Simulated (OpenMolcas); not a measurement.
A calculation on Br IV.

```json
{
  "Program": "OpenMolcas",
  "Method": "CASSCF",
  "Basis": "ANO-RCC-VTZP [6s5p3d1f]",
  "Scalar Hamiltonian": "DKH2, point nucleus",
  "Active space": "4 electrons in 8 orbitals (4s 4p 5s 5p)",
  "State averaging": "2S+1 = 3 even, 3 roots; 2S+1 = 1 even, 6 roots kept (CI in the orbitals of an earlier block); 2S+1 = 3 odd, 8 roots; 2S+1 = 5 odd, 1 root kept (CI in the orbitals of an earlier block); 2S+1 = 1 odd, 5 roots kept (CI in the orbitals of an earlier block, 0 in the spin-orbit step)",
  "Spin-orbit coupling": "state interaction with AMFI integrals over the reference wave functions, term energies averaged over their components"
}
```

(1) Which level of the active space comes out lowest?

(2) How high does 4s 4p3 5S* 2 lie?

(3) How high does 4s 4p3 3D* 1 lie?

(4) How high does 4s2 4p2 1D2 lie?

(5) The level at 132711 cm-1 has J = 2. What is it made of, and what is its g factor?

Answers

(1) 4s2 4p2 3P0, with 98 % of that term.

(2) 70702 cm-1 above the lowest level.

(3) 117621 cm-1 above the lowest level.

(4) 18393 cm-1 above the lowest level.

(5) 96 % 4s 4p3 3P* 2, 4 % 4s 4p3 3D*; g = 1.490, against 1.501 from Landé's formula for the pure leading term.

Some high roots are left out of the spin-orbit mixing, which shifts the levels that they would mix with. Terms from blocks run as CI alone lack orbitals of their own. Active for correlation alone: 5p 5s; no level in the range computed is led by a configuration that fills them, so any true level of that kind is missing. Terms of s pⁿ other than that of highest spin mix with s² pⁿ⁻² d, which this space lacks; all of them can be thousands of cm-1 off, and some have no real level of that name. Levels of configurations outside the active space are missing.

* marks odd parity.
